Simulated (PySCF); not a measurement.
Spinor energies of Ce⁵¹⁺ (cerium, charge +51)

Start: [He] 2s2 2p3; 2p1/2 filled at m_j = -1/2, +1/2; 2p3/2 filled at m_j = +3/2. Calculated with PySCF 2.14 in an even-tempered Gaussian basis (17 s from 31 bohr⁻², ratio 2.4; 13 p from 40 bohr⁻², ratio 2.4; 5 d from 140 bohr⁻², ratio 2.6; 4 f from 200 bohr⁻², ratio 2.6): generalised Hartree-Fock with the X2C-1e Hamiltonian and a Gaussian nucleus; one run each with spin-orbit coupling (SO) switched off, then screened by Boettger's factors.

```tsv
spinor shell	electrons	ε, spin-free (eV)	ε, screened SO (eV)	weight of nominal j (screened SO)	rms radius, screened SO (bohr)
1s1/2	2	-45162.0	-45139.6	1.000	0.0279
2s1/2	2	-10517.2	-10510.5	1.000	0.110
2p1/2	2	-9994.0	-10287.6	0.999	0.0933
2p3/2	1	-9994.0	-9812.2	1.000	0.0984
```

```csv
quantity,spin-free,screened SO
E (hartree),-5453.00454,-5470.40811
M_J,3/2,3/2
⟨J²⟩,3.750,3.750
⟨L²⟩,0.000,2.505
⟨S²⟩,3.750,1.505
```

Each row is a mean over spinors that exchange with the open shell spreads, by up to 53.329 eV (2s1/2).

Breit and QED terms are absent; they matter most for the inner s and p1/2 levels.

Densities and radii are taken from the X2C orbitals without a picture-change correction, which distorts them close to the nucleus.

Without spin-orbit coupling the j labels of p, d and f shells carry no meaning; the spin-free column gives the mean over the occupied spinors of each nl shell.
